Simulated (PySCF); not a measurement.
CH6NO2Ta, multiplicity 1. Atoms are numbered in the order given.

```xyz
11

Ta    -0.0584     0.0133     0.0000
N     -0.2262     1.7858     0.0000
H     -0.3734     2.7882     0.0000
O     -0.7210    -0.7801     1.6178
H     -1.1290    -0.4651     2.4313
O     -0.7210    -0.7801    -1.6178
H     -1.1290    -0.4651    -2.4313
C      2.0947    -0.2962     0.0000
H      2.5640     0.1548     0.8905
H      2.5640     0.1548    -0.8905
H      2.3157    -1.3796     0.0000
```
Charge 0, spin multiplicity 1.

Geometry: B3LYP-D3(BJ)/def2-SVP. The spin state was assumed, not searched. The def2 effective core potentials stand for the cores of Ta; spin–orbit coupling is left out. One conformer was computed; it need not be the lowest.

Method: PySCF with TDDFT-ωB97X/def2-SVPD.

Vertical excitations. The molecule is in vacuum. State labels are in the subgroup Cs.

Task: Estimate the UV-visible absorptions. (An estimate is asked for; the answer gives what the named calculation found.)

Result: 
```tsv
state	symmetry	energy (eV)	λ (nm)	f	main pairs
S1	A"	5.56	223	0.002	HOMO→LUMO+1 88 %
S2	A'	5.75	216	0.008	HOMO−1→LUMO+1 86 %
S3	A"	5.79	214	0.000	HOMO−1→LUMO+2 60 %, HOMO−1→LUMO 11 %
S4	A"	6.24	199	0.001	HOMO−2→LUMO+1 90 %
S5	A'	6.27	198	0.022	HOMO→LUMO+2 61 %, HOMO→LUMO 13 %, HOMO−1→LUMO+8 11 %
T1	A'	5.08	244	0	HOMO→LUMO+2 32 %, HOMO−1→LUMO+1 28 %, HOMO−1→LUMO+8 8 %, HOMO→LUMO+7 7 %
T2	A"	5.31	233	0	HOMO→LUMO+1 82 %
T3	A'	5.34	232	0	HOMO−1→LUMO+1 56 %, HOMO→LUMO+2 22 %
T4	A"	5.54	224	0	HOMO−1→LUMO+2 49 %, HOMO→LUMO+1 10 %, HOMO−2→LUMO+1 10 %, HOMO−1→LUMO+4 8 %
```
Triplets are in the Tamm–Dancoff approximation, which puts them higher than full response would, so one can lie above its singlet here.
